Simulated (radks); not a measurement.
Results of a calculation; reference values are marked as such.
Question: Radial electron density D(r) = 4 pi r^2 rho(r) of an atom or ion with 13 electrons. Code: a radial shooting solver on a logarithmic mesh with Libxc functionals. Model: Dirac Kohn-Sham, PBE, spin-unpolarised, spherical densities, point nucleus.

```
   r/bohr * D(r) (the largest magnitude, 18.4, reaches the edge; | marks zero)
 0.005747 |  *
 0.007364 |   *
 0.009437 |      *
    0.012 |         *
  0.01537 |              *
  0.01954 |                    *
  0.02504 |                            *
  0.03184 |                                    *
   0.0408 |                                             *
  0.05228 |                                                    *
  0.06646 |                                                      *
  0.08517 |                                                   *
   0.1083 |                                            *
   0.1387 |                                     *
   0.1764 |                                   *
    0.226 |                                         *
   0.2896 |                                                 *
   0.3682 |                                                   *
   0.4718 |                                         *
   0.5998 |                         *
   0.7686 |            *
   0.9771 |       *
    1.252 |      *
    1.605 |     *
     2.04 |   *
    2.614 |*
    3.323 *
    4.258 *
    5.413 *
```

What is the nuclear charge?

Answer: Z = 16. The innermost maximum, from 1s, lies near gamma/Z bohr with gamma = sqrt(1 - (Z/c)^2) = 0.993, here 0.0621 bohr (found: 0.0654), and its height grows with Z. The density is that of the sulfur ion S3+ in [Ne] 3s1.75 3p1 3d0.25; the configuration itself is not fixed sharply by these data, and Z only to about a unit. D(r) has 3 maxima, at r = 0.0654, 0.340, 1.23 bohr, and minima at 0.164, 1.15 bohr, inside which lie 2.18, 10.59 electrons.
